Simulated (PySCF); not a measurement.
Members of one family of related compounds. Computed with TDDFT B3LYP/def2-SVPD, vertical, gas phase, core orbitals frozen in the response (PySCF). Geometries: PBE0-D3(BJ)/def2-SVP; one conformer of each isolated species. Triplets are in the Tamm–Dancoff approximation. 'Strongest' means the level of largest summed f among the lowest 10 singlets; it needn't be the same kind of state in each.

Question: Rank by computed LUMO energy, lowest first.
A. `C#CB(C)C`
B. `B(C)(N=C=O)C`
C. `CB(C)Cl`
D. `CB(C)OC(C)C`
E. `CB(C)N=C=S`
F. `CCB(C)C`
G. `CB(C)C#N`

Answer: G (-2.39 eV), E (-1.98 eV), A (-1.66 eV), B (-1.34 eV), C (-0.98 eV), F (-0.50 eV), D (0.11 eV).

| SMILES | LUMO (eV) | f (S1) | HOMO (eV) | α (au) | T1 (eV) | f (strongest) | S1 mainly |
| --- | --- | --- | --- | --- | --- | --- | --- |
| CB(C)C#N | -2.39 | 0.000 | -9.03 | 55.3 | 4.79 | 0.14 | H→L (99%) |
| CB(C)N=C=S | -1.98 | 0.000 | -7.03 | 88.2 | 3.61 | 1.07 | H→L (99%) |
| C#CB(C)C | -1.66 | 0.000 | -7.55 | 63.7 | 4.11 | 0.54 | H→L (99%) |
| CB(C)N=C=O | -1.34 | 0.000 | -7.86 | 63.3 | 4.86 | 0.19 | H→L (99%) |
| CB(C)Cl | -0.98 | 0.000 | -8.11 | 54.6 | 5.43 | 0.12 | H→L (99%) |
| CCB(C)C | -0.50 | 0.004 | -7.90 | 65.8 | 5.52 | 0.04 | H→L (98%) |
| CB(C)OC(C)C | 0.11 | 0.000 | -7.78 | 82.1 | 6.33 | 0.15 | H→L+1 (96%) |

H and L stand for HOMO and LUMO.

Without π bonds the low states are Rydberg-like; a valence basis with one diffuse set may place them up to an eV too high.
